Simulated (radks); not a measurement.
The zirconium ion Zr2+, 38 electrons, occupied as [Ar] 3d10 4s2 4p5.5 4d2 5d0.5 (fractional occupations, a model configuration).

Method: scalar-relativistic Kohn-Sham, SOGGA, spin-polarised, spherical densities, finite nucleus; open shells are filled with parallel spins first (spin-orbit coupling, left out, can overturn this in heavy ions); Fermi nuclear charge, rms radius 4.2694 fm; computed with a radial shooting solver on a logarithmic mesh with Libxc functionals.

Energy parts (eV):
| part | energy |
|---|---|
| total | -97816.614 |
| kinetic | 100573.192 |
| electron-nucleus | -234884.735 |
| Hartree | 39516.461 |
| exchange-correlation | -3021.531 |

Orbitals (lengths in bohr, moments of r in powers of bohr; <r^-3> diverges for s and p1/2):
orbital,occ.,eigenvalue (eV),<1/r>,<r^4>,<r^-3>
1s up,1,-17832.74,41.23,8.886e-06,-
1s down,1,-17832.68,41.23,8.886e-06,-
2s up,1,-2487.899,9.245,0.001677,-
2s down,1,-2487.655,9.245,0.001677,-
2p up,3,-2221.284,9.010,0.001203,2152
2p down,3,-2221.067,9.011,0.001203,2152
3s up,1,-423.8328,3.138,0.09074,-
3s down,1,-423.6306,3.138,0.09062,-
3p up,3,-336.9705,2.980,0.1021,346.3
3p down,3,-336.7451,2.980,0.1019,346.2
3d up,5,-194.2657,2.740,0.1217,45.05
3d down,5,-193.9659,2.741,0.1209,45.07
4s up,1,-73.9310,1.121,4.111,-
4s down,1,-72.1110,1.128,4.038,-
4p up,3,-51.7245,0.9882,6.806,46.22
4p down,2.5,-49.7285,0.9952,6.717,47.11
4d up,2,-21.2360,0.6957,31.22,3.281
4d down,0,-19.0928,0.6940,32.32,3.288
5d up,0.5,-7.7665,0.2385,1568,0.4578

The highest occupied level is 5d up at -7.767 eV. The configuration is held as typed, so some empty levels lie below it. The electron density at the nucleus is 7.596e+04 e/bohr^3 (large components only).
